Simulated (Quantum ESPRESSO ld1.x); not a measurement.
Values are calculated unless marked as measured or tabulated.
Is Ge- bound? Neutral atom [Ar] 3d10 4s2 4p2, anion [Ar] 3d10 4s2 4p3. Scalar-relativistic spherical Kohn-Sham, ld1.x of Quantum ESPRESSO 7.5; with spin, open shells are filled with parallel spins first. "No" means that the self-consistent cycle ended without a solution in which all occupied levels of the anion are bound.

method                                                                          e(HOMO) neutral (eV)  anion bound  e(HOMO) anion (eV)  EA, Delta-SCF (eV)  <r> HOMO anion (bohr)
LDA (Slater exchange, Perdew-Zunger correlation), spin-polarised                        4p up -4.451           no                   -                   -                      -
LDA (Slater exchange, Perdew-Zunger correlation) + SIC, spin-polarised                  4p up -7.504          yes        4p up -1.371               1.466                   3.44
LDA (Slater exchange, Perdew-Wang correlation) + SIC, spin-polarised                    4p up -7.527          yes        4p up -1.382               1.505                   3.43
LDA (Slater exchange, Perdew-Zunger correlation) + Latter tail, spin-polarised          4p up -5.577          yes        4p up -0.134                   -                   4.18
PBE, spin-unpolarised                                                                      4p -3.895           no                   -                   -                      -
Slater X-alpha with alpha = 1, spin-unpolarised                                            4p -5.411           no                   -                   -                      -

A bound anion was found by 3 of 6 methods. Tabulated electron affinity: 1.233 eV (CRC Handbook (2014) and Andersen, Phys. Rep. 394, 157 (2004), with later updates, as tabulated in mendeleev). With the Latter tail the total energy is not variational, so no affinity is given for it.

Beside tabulated values, note that spin-unpolarised runs miss the spin-polarisation part of the exchange energy of open shells.
